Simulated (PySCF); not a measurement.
Ga(H)(SH)2, H3GaS2, SMILES [SH][GaH][SH] at its B3LYP/def2-SVP optimised geometry (Å):

```
6

Ga    -0.1774     0.0001     0.0000
H      1.3848     0.0001     0.0000
S     -1.3848     1.8621     0.0000
H     -0.3035     2.6769    -0.0019
S     -1.3843    -1.8624    -0.0001
H     -0.3028    -2.6769     0.0002
```

Level of theory: B3LYP/def2-TZVP (PySCF). Cells within 0.4 Å of a nucleus heavier than hydrogen are left out (blank, or x).

Map of the electrostatic potential (hartree/e), clipped to [-0.08, 0.12] on the plane z = 0.0 Å:

```
|000000001111111111111111111|
|000000001111222221111111111|
|000000001112222222211111111|
|000000001123443322211111111|
|000000012346996432221111111|
|000000027999999532221111111|
|000000189999999532221111111|
|000000399999999532221111111|
|000001699xx9996432211111111|
|000001699xx9997532211111111|
|000001499999999842211111111|
|000011379999999986321111111|
|000011247999999999931111111|
|000011246999xx9999941111111|
|000011247999999999931111111|
|000011379999999986321111111|
|000001499999999842211111111|
|000001699xx9997532211111111|
|000001699xx9996432211111111|
|000000399999999532221111111|
|000000189999999532221111111|
|000000027999999532221111111|
|000000012346996432221111111|
|000000001123443322211111111|
|000000001112222222211111111|
|000000001111222221111111111|
|000000001111111111111111111|
```
Scale: ten equal steps from -0.016 (start of '0') to 0.120 (end of '9'), in the order '0123456789'; x runs from -5.00 to 5.00, y from -5.00 (bottom) to 5.00 (top).
